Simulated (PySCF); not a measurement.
Multinuclear NMR of C7H8N2

Cartesian coordinates in Å; atom numbers follow the order of the lines, from 1:
```xyz
17

C     2.473    0.210   -0.323
N     2.028   -1.084    0.109
C     0.829   -1.324    0.445
C    -0.339   -0.410    0.525
C    -0.278    0.884    1.056
C    -1.443    1.647    1.107
N    -2.625    1.220    0.674
C    -2.690   -0.015    0.181
C    -1.591   -0.866    0.097
H     3.063    0.679    0.483
H     1.678    0.914   -0.627
H     3.168    0.077   -1.167
H     0.595   -2.372    0.700
H     0.655    1.287    1.452
H    -1.413    2.660    1.526
H    -3.674   -0.353   -0.165
H    -1.705   -1.876   -0.306
```

Relativity neglected, isolated molecule, one conformer, equivalent nuclei averaged. J: B3LYP/pcJ-1 (without the spin–dipole term); PBE0/pcSseg-1 with gauge-including orbitals; structure optimised with PBE0-D3(BJ)/def2-SVP; PySCF 2.14.

Question: Where does ¹⁵N resonate?

Answer: 
```csv
atoms,environment,σ (ppm),δ (ppm)
N2,imine nitrogen,-133.1,-28.6
N7,pyridine-type ring nitrogen,-102.6,-56.5
```

Shieldings were converted by a linear fit to measured shifts: ¹⁵N: δ = -150.45 − 0.916σ (rms 7.2 ppm, 79 shifts vs CH3NO2, solution or neat liquid). A few per cent of atoms miss by over 2 rms, more outside the fitted compound classes. Couplings are scaled by factors fitted to measured values: ²J(H,H) × 0.91 (rms 0.6 Hz), ³J(H,H) × 0.91 (rms 0.4 Hz, 0.5 with 2 outliers); all others are unscaled and can be 10–30 % off.

Couplings (the largest are listed; each averaged over equivalent pairs): ²J(N2,H13) = -13.8 Hz, ²J(N7,H15) = -12.8 Hz, ³J(N7,H14) = -1.3 Hz. Signs are for ¹⁵N, whose magnetogyric ratio is negative.

On a 400 MHz spectrometer ¹⁵N resonates near 40.5 MHz, so 1 ppm is 40.5 Hz.
